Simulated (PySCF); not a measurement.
Ti(OH)4 (H₄O₄Ti), SMILES [OH][Ti]([OH])([OH])[OH], multiplicity 1. Atoms are numbered in the order given.

```xyz
9

Ti     0.0000     0.0000     0.0000
O      0.4024     1.3950    -1.0427
H      0.0968     2.3041    -0.9752
O     -1.3950     0.4024     1.0427
H     -2.3041     0.0968     0.9752
O     -0.4024    -1.3950    -1.0427
H     -0.0968    -2.3041    -0.9752
O      1.3950    -0.4024     1.0427
H      2.3041    -0.0968     0.9752
```

Coordinates come from a PBE0-D3(BJ)/def2-SVP optimisation. The spin state was assumed, not searched. The isomer is the one that the SMILES or the coordinates give; other isomers of the formula were not compared. The values are those of a single conformer.

Level of theory: PySCF 2.14.0 with PBE0-D3(BJ)/def2-SVP.

Frequencies are harmonic and unscaled.

Modes within 1.5 cm⁻¹ of each other (mostly degenerate sets) share a row, with their intensities summed.

| mode | ν (cm⁻¹) | IR (km/mol) | moving atoms (share of kinetic energy) |
|---|---|---|---|
| 1 | 159 | 0.0 | O 53 %, H 47 % |
| 2–3 | 172 | 25.1 | H 56 %, O 29 %, Ti 15 % |
| 4 | 182 | 22.5 | O 81 %, H 19 % |
| 5 | 225 | 59.5 | H 45 %, O 38 %, Ti 17 % |
| 6 | 231 | 0.0 | H 56 %, O 44 % |
| 7–8 | 261 | 316.2 | H 60 %, O 34 % |
| 9 | 309 | 170.2 | H 56 %, O 39 % |
| 10–11 | 464 | 290.3 | H 67 %, O 32 % |
| 12 | 477 | 0.0 | H 83 %, O 17 % |
| 13 | 486 | 257.9 | H 78 %, O 21 % |
| 14 | 737 | 0.0 | O 93 % |
| 15 | 791 | 229.0 | O 60 %, Ti 36 % |
| 16–17 | 812 | 523.3 | O 53 %, Ti 38 %, H 9 % |
| 18–20 | 3941 | 755.6 | H 94 % |
| 21 | 3950 | 0.0 | H 94 % |
